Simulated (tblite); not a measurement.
Compound: C6H5F.
SMILES: `FC1=CC[C@H]1C#C`

Method: GFN2-xTB as coded in tblite; computed harmonic values from a numerical Hessian at the method's own geometry, unscaled. Errors from tens to a few hundred cm⁻¹ against measured bands are possible.

Harmonic wavenumbers (cm⁻¹): 118.4, 137.4, 251.4, 324.6, 378.0, 460.5, 568.3, 637.0, 665.9, 680.1, 767.6, 844.7, 944.1, 980.0, 1003.7, 1059.5, 1084.2, 1125.0, 1174.7, 1204.4, 1235.4, 1289.5, 1451.6, 1732.7, 2288.9, 2941.0, 2999.9, 3012.8, 3155.4, 3399.2.

A = 4201, B = 2353, C = 1659 MHz; mass 96.038 u (most abundant isotopes); point group C1, symmetry number 1.

What is the zero-point energy?

½Σν̃ = 18958 cm⁻¹ = 226.79 kJ/mol.

What is S at 298.15 K and 1 bar for an ideal gas of classical rigid rotors and harmonic oscillators?

Translation 165.79, rotation 114.53, vibration 56.27: S = 336.6 J/(mol K).

And Cp and H(298.15 K) − H(0)?

Cp = 109.26 J/(mol K), of which vibrations give 76.01 (their classical limit is 30 R = 249.4); H(298.15 K) − H(0) = 19.94 kJ/mol without the zero-point energy, 10.02 from vibrations.

What must be added to the electronic energy to get the Gibbs energy at 298.15 K and 1 bar?

ZPE + [H(298.15 K) − H(0)] − T·S = 226.79 + 19.94 − 100.35 = 146.38 kJ/mol.

Blend soft modes into free rotors: weight 1/[1 + (100 cm⁻¹/ν̃)⁴] for the oscillator and the rest for a rotor with moment μB/(μ + B), μ = h/(8π²ν), B = 10⁻⁴⁴ kg m². What vibrational entropy results?

55.44 J/(mol K) in place of 56.27, which changes −T·S at 298.15 K by +0.25 kJ/mol.

Which modes carry the vibrational entropy at 298.15 K?

118.4 cm⁻¹: 13.08; 137.4 cm⁻¹: 11.88; 251.4 cm⁻¹: 7.20; 324.6 cm⁻¹: 5.38; 378.0 cm⁻¹: 4.38; 460.5 cm⁻¹: 3.20 J/(mol K); the other 24 give 11.14 together.

Hindered rotation and anharmonicity are outside this model. The structure is chiral; the term R ln 2 for an equal mix with its mirror image is left out.

Hardware: Arm Neoverse N1, one thread, on a shared host. Cost: 0.43 s of wall time. This covers the Hessian and the dipole derivatives.
